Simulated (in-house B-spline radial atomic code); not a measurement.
**Ionising Cd³³⁺ with different functionals**

Computed with a radial B-spline atomic code at the basis-set limit: scalar-relativistic (spin-free X2C) Hamiltonian, Fermi nucleus of rms radius 4.6087 fm, spin-polarised at highest spin, spherical fractional occupations for the functionals. The ionisation energy is the difference of two self-consistent energies, [Ne] 3s2 3p3 → [Ne] 3s2 3p2, without Breit or QED terms; ε is the level of the shell that loses the electron (its least bound occupied spin orbital). There is no spin-orbit coupling in this Hamiltonian.

Hybrids are left out here: with spherical fractional occupations of an open shell their exact exchange keeps a self-interaction that integer-occupation calculations don't have.

| method | rung | ΔSCF (eV) | -ε(3p) (eV) |
| --- | --- | --- | --- |
| PBEsol | GGA | 2098.3 | 2062.2 |
| OLYP | GGA | 2101.7 | 2065.7 |
| revTPSS | meta-GGA | 2099.1 | 2063.3 |
| r2SCAN | meta-GGA | 2101.4 | 2066.3 |

Q: How do they compare with the NIST value?

A: NIST lists 2091 eV ± 8 (semi-empirical, ground level to ground level). Errors run from +7.3 to +10.7 eV; all lie within about twice that uncertainty, so the table can't rank the methods.
